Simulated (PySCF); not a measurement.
## Unknown compound

The spectra below were simulated for a compound C4H7F3OSi.

1H NMR (600 MHz, computed): δ 6.48 (m, 1H), 6.09 (m, 1H), 5.99 (m, 1H), 5.97 (m, 1H), 5.10 (m, 1H), 5.05 (m, 1H), 4.98 (m, 1H).

13C{1H} NMR (computed): δ 138.0 (CH), 127.4 (CH2), 120.4 (CH), 77.7 (CH).

Method: GIAO PBE0/pcSseg-1 shieldings, geometry: GFN2-xTB, in PySCF 2.14.0 with density-fitted response routines (no relativistic terms, single conformer, gas phase).

References, each an isolated molecule treated in the same way: 1H (σref 31.72), 13C (σref 186.93) vs TMS.

Question: Propose a structure and justify it.

Answer: 
1. Rings plus π bonds: 1 (no ring in the answer).
2. 4 carbon signals for 4 carbons: no two carbons are equivalent.
3. Carbon types of the structure: 3 × CH, 1 × CH2, leaving 2 H on heteroatoms.
4. δC 138.0: alkene CH; the olefinic region.
5. δC 127.4: terminal =CH2 carbon; the olefinic region.
6. δC 120.4: sp3 CH bonded to 2 F; 2 electronegative neighbours deshield it.
7. δC 77.7: allylic sp3 CH bonded to O; deshielded by the electronegative neighbour.
8. δH 6.48, 5.99: hydrogen on a terminal =CH2 carbon; attached to an sp2 carbon and in the plane of the double bond.
9. δH 6.09: hydrogen on an sp3 CH bonded to 2 F; its carbon carries F, which withdraws density.
10. δH 4.98: hydrogen on an allylic sp3 CH bonded to O; its carbon carries O, hence the downfield position.

These data were computed for `C=C[C@@H](O[SiH2]F)C(F)F`.

The shifts were computed for this structure.

Splittings by 19F in the carbon and heteronuclear signals aren't shown, as no couplings were computed. Shifts are as computed. Against solution values, carbons near 30 ppm lie about +3 ppm off and those near 130 ppm about +5 ppm. Of 1211 compounds with measured shifts, 218 miss one by over three times the rms of a fit or turn the order of signals round; such compounds aren't used in these exercises. No couplings were computed; multiplicities are counted from neighbouring protons, with m where these are inequivalent, close in shift, in a saturated or five-membered ring or joined by F or P, and br s for small geminal =CH2 splittings.
